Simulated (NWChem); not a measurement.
System: TaSCl3; SMILES [Cl][Ta]([Cl])([Cl])=[S]

def2 effective core potentials on Ta; no spin-orbit coupling.

Question: Give the equilibrium geometry at PBE0/def2-SVP with def2 effective core potentials on Ta (NWChem) as a Z-matrix, with the point group.

Answer: point group C3v; any orientation.
```
Ta
S 1 2.1403
Cl 1 2.2844 2 107.64
Cl 1 2.2844 2 107.64 3 120.00
Cl 1 2.2844 2 107.64 3 -120.00
```
